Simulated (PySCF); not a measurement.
How methods differ on the ionisation energy of Nb⁺

Nb⁺ [Kr] 4d4 (5D) → Nb²⁺ [Kr] 4d3 (4F), as a difference of total energies. Computed with PySCF 2.14 in cc-pVTZ-PP with ECP28MDF (5s5p4d2f1g, 63 functions), with a scalar-relativistic core potential. Correlated levels: valence: 4s2 4p6 frozen. The calculations carry no spin-orbit coupling.

| method | ionisation energy (eV) |
| --- | --- |
| UHF | 13.052 |
| MP2 (valence) | 13.593 |
| SCS-MP2 (valence) | 13.232 |

Q: How much does correlation contribute at MP2 (valence)?

A: 13.593 − (13.052) = 0.541 eV, measured against UHF.

The reference lies between the lowest fine-structure levels, while these numbers refer to the centres of the terms.

Errors of the correlated levels include the incompleteness of this basis and the frozen core.

For comparison: 14.32 eV (semi-empirical (NIST evaluation); NIST Atomic Spectra Database, ionization energies).
